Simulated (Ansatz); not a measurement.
Worked example: CHBr2F + C2H2F3I → CHBr2I + C2H2F4

Species: CHBr2F (dibromofluoromethane) `FC(Br)Br`, singlet; C2H2F3I (1,1,1-trifluoro-2-iodoethane) `FC(F)(F)CI`, singlet; CHBr2I (dibromoiodomethane) `BrC(Br)I`, singlet; C2H2F4 (norflurane) `FCC(F)(F)F`, singlet. The partners trade F for I; both sit on C, so the bond types are kept.

Shapes, held fixed at every level: PBE0-D4/def2-TZVP. Programs: Ansatz 0.2.0. The zero-point and thermal change to 298 K, harmonic and unscaled (PBE0-D4/def2-TZVP), is +0.8 kJ/mol.

At CCSD(T)/def2-TZVPP; 1 Eh = 2625.50 kJ/mol:

```
species   energy (Eh)
 CHBr2F  -5283.774106
C2H2F3I   -673.650271
 CHBr2I  -5481.173576
 C2H2F4   -476.241190
```

Problem. Work out ΔH(298 K) of the reaction at this level.

Solution. 
1. Products less reactants: (-5481.173576) + (-476.241190) − [(-5283.774106) + (-673.650271)] = 0.009611 Eh = +25.2 kJ/mol.
2. With the thermal change: +25.2 + (+0.8) = +26.0 kJ/mol.

Other levels give +22.7 (MP2/def2-SVP) to +34.8 kJ/mol (r2SCAN-D4/def2-TZVPP). No measured value is set beside it here. For atoms past krypton def2 sets carry core potentials with scalar relativity. Relativity is left out for Br. Outer-core shells of Br, I are correlated, in sets that cover them unevenly.
